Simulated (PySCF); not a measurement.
Species: C₆H₁₂O.
Atom-mapped SMILES: `[OH:1][CH2:2][CH:3]1[CH2:4][CH2:5][CH2:6][CH2:7]1` (hydrogens: H8 on O1; H9, H10 on C2; H11 on C3; H12, H13 on C4; H14, H15 on C5; H16, H17 on C6; H18, H19 on C7)

Level: PBE0/def2-SVPD in PySCF, non-relativistic, on one gas-phase PBE0-D3(BJ)/def2-SVP geometry that isn't relaxed in the solvent. The solvent is an IEF-PCM continuum (cavity from Bondi-type radii × 1.2), and excitations are vertical TDDFT with non-equilibrium linear response and a frozen core. The model holds no explicit solvent molecules, cavitation or dispersion.

Gas-phase singlets (H = HOMO, L = LUMO):

```json
{"state": "S1", "E (eV)": "6.878", "λ (nm)": "180", "f": "0.004", "leading configurations": "H→L 87%, H→L+1 9%"}
{"state": "S2", "E (eV)": "7.708", "λ (nm)": "161", "f": "0.007", "leading configurations": "H→L+1 82%, H→L 10%"}
{"state": "S3", "E (eV)": "7.932", "λ (nm)": "156", "f": "0.005", "leading configurations": "H→L+2 91%"}
{"state": "S4", "E (eV)": "8.056", "λ (nm)": "154", "f": "0.012", "leading configurations": "H-1→L 93%"}
{"state": "S5", "E (eV)": "8.119", "λ (nm)": "153", "f": "0.041", "leading configurations": "H→L+3 89%"}
```

Task: How does the list change in cyclohexane (ε = 2.017)?

Result: 
```
state  E (eV)  λ (nm)      f  leading configurations  change by rank (eV)
   S1   7.003     177  0.005      H→L 84%, H→L+1 12%               +0.125
   S2   7.793     159  0.009      H→L+1 79%, H→L 12%               +0.085
   S3   7.970     156  0.006               H→L+2 92%               +0.038
   S4   8.083     153  0.013               H-1→L 92%               +0.027
   S5   8.162     152  0.056               H→L+3 89%               +0.043
```

Task: How does the list change in chloroform (ε = 4.711)?

Result: 
| state | E (eV) | λ (nm) | f | leading configurations | change by rank (eV) |
| --- | --- | --- | --- | --- | --- |
| S1 | 7.112 | 174 | 0.006 | H→L 82%, H→L+1 14% | +0.234 |
| S2 | 7.864 | 158 | 0.009 | H→L+1 76%, H→L 13% | +0.156 |
| S3 | 8.002 | 155 | 0.004 | H→L+2 92% | +0.070 |
| S4 | 8.124 | 153 | 0.009 | H-1→L 92% | +0.068 |
| S5 | 8.209 | 151 | 0.058 | H→L+3 89% | +0.090 |

Task: The ground-state energy changes by -0.143 eV from gas to chloroform. By how much does the total energy of gas-phase S1 change?

Result: E(S1) = E(S0) + excitation energy, so it changes by -0.143 + 0.234 = +0.091 eV: it isn't lowered at all, while the ground state is. This is the vertical state, with the slow part of the continuum still set for S0.

Task: How do the frontier levels move from gas to chloroform?

Result: 
```
orbital  gas (eV)  solvent (eV)  change (eV)                   Löwdin shares, gas               Löwdin shares, solvent
 LUMO+2      1.27          1.37        +0.10   C2 13 %, H9 11 %, H15 10 %, O1 9 %  O1 13 %, H9 11 %, C2 10 %, H11 10 %
 LUMO+1      0.90          1.08        +0.18     C6 14 %, H17 9 %, O1 9 %, C7 8 %    C6 13 %, O1 12 %, H17 8 %, C5 8 %
   LUMO      0.54          0.77        +0.23   O1 20 %, H8 15 %, H11 12 %, C2 8 %   O1 19 %, H8 11 %, C2 10 %, H11 9 %
   HOMO     -7.78         -7.77        +0.01   O1 55 %, C2 15 %, C3 10 %, H10 8 %   O1 52 %, C2 16 %, C3 10 %, H10 8 %
 HOMO-1     -8.68         -8.52        +0.16   C3 17 %, C7 11 %, C2 10 %, H11 9 %   C3 18 %, C7 12 %, H11 10 %, C2 9 %
 HOMO-2     -9.01         -8.86        +0.15  C5 19 %, C6 15 %, H15 12 %, C4 10 %  C5 20 %, C6 14 %, H15 12 %, C4 12 %
 HOMO-3     -9.24         -9.12        +0.12   C3 18 %, C7 18 %, O1 13 %, C4 12 %   C3 20 %, C7 19 %, C4 12 %, O1 12 %
```

The HOMO–LUMO gap goes from 8.32 to 8.53 eV.

The run took about 80 s of CPU time (one thread, shared machine). This is the whole response run at PBE0/def2-SVPD in chloroform, SCF included.
